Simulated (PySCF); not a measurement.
Rigid-rotor lines calculated for a species of formula C2H11NOSSi2 (commonest isotopes; PBE0/pcSseg-1 in PySCF (dipole) on a GFN2-xTB geometry, gas phase), labelled J(Ka,Kc):

```csv
transition,MHz
"2(0,2) ← 1(0,1)",2735.4
"1(0,1) ← 0(0,0)",1368.4
"1(1,1) ← 0(0,0)",3473.4
"2(1,2) ← 1(1,1)",2673.2
"2(1,1) ← 1(1,0)",2800.3
```

Find the rotational constants.

1(0,1) ← 0(0,0) is B + C, 2(1,1) ← 1(1,0) is 3B + C and 2(1,2) ← 1(1,1) is B + 3C, so B − C is half the difference of the last two, 63.6 MHz. 1(1,1) ← 0(0,0) is A + C. A = 2821.0, B = 716.0, C = 652.4 MHz.

What moments of inertia, asymmetry and inertial defect follow?

I = 505379 MHz·u·Å² over each constant: Ia = 179.15, Ib = 705.88, Ic = 774.61 u·Å²; κ = (2B − A − C)/(A − C) = -0.941 (near-prolate asymmetric top); Δ = Ic − Ia − Ib = -110.43 u·Å².

Which dipole components do these lines need?

μa and μb (a-type: ΔKa even, ΔKc odd; b-type: both odd). The calculation gives |μa| = 2.24 D, |μb| = 0.47 D, |μc| = 1.79 D.

Where do these fall, and of which type are they? 2(0,2) ← 1(1,1); 2(2,0) ← 2(1,1); 2(1,2) ← 1(0,1); 2(1,2) ← 2(0,2); 2(2,1) ← 1(1,0); 2(2,1) ← 2(1,1); 1(1,0) ← 0(0,0); 2(2,1) ← 1(1,1); 2(2,1) ← 2(1,2).

```json
{"transition": "2(0,2) ← 1(1,1)", "MHz": "630", "type": "b", "branch": "R"}
{"transition": "2(1,2) ← 2(0,2)", "MHz": "2043", "type": "c", "branch": "Q"}
{"transition": "1(1,0) ← 0(0,0)", "MHz": "3537", "type": "c", "branch": "R"}
{"transition": "2(1,2) ← 1(0,1)", "MHz": "4778", "type": "b", "branch": "R"}
{"transition": "2(2,1) ← 2(1,1)", "MHz": "6315", "type": "c", "branch": "Q"}
{"transition": "2(2,0) ← 2(1,1)", "MHz": "6316", "type": "b", "branch": "Q"}
{"transition": "2(2,1) ← 2(1,2)", "MHz": "6506", "type": "b", "branch": "Q"}
{"transition": "2(2,1) ← 1(1,0)", "MHz": "9115", "type": "b", "branch": "R"}
{"transition": "2(2,1) ← 1(1,1)", "MHz": "9179", "type": "c", "branch": "R"}
```

Which structure gave them?

`CO[SiH2][Si@H](N)SC`, point group C1. Three constants can't fix a structure by themselves; this is the one that was computed:
```
atom  x, y, z in Å
C1     3.341   -0.711   -0.073
O2     2.109   -0.247   -0.531
Si3    0.639   -0.778   -0.094
Si4   -0.631    0.579   -1.426
N5    -0.771    2.119   -0.658
S6    -2.676   -0.110   -1.511
C7    -3.005   -0.335    0.264
H8     3.465   -0.488    0.989
H9     3.424   -1.791   -0.212
H10    4.128   -0.213   -0.640
H11    0.469   -0.659    1.368
H12    0.519   -2.229   -0.326
H13   -0.340    0.622   -2.866
H14   -1.507    2.749   -0.941
H15    0.061    2.634   -0.418
H16   -4.062   -0.555    0.365
H17   -2.759    0.580    0.794
H18   -2.412   -1.163    0.641
```

The values belong to one conformer (point group C1) with, in the numbering `[CH3:1][O:2][SiH2:3][Si@H:4]([NH2:5])[S:6][CH3:7]`, C1–O2–Si3–Si4 -179°, O2–Si3–Si4–N5 -81°, Si3–Si4–N5–H -162° and 57°, Si3–Si4–S6–C7 49°. No frequency check. These are rigid-rotor constants of the computed structure; measured ground-state constants (B0) also hold zero-point vibration. A rigid rotor knows nothing of inversion at nitrogen or internal rotation, which can split or shift real lines. Quadrupole hyperfine structure (14N) is left out.
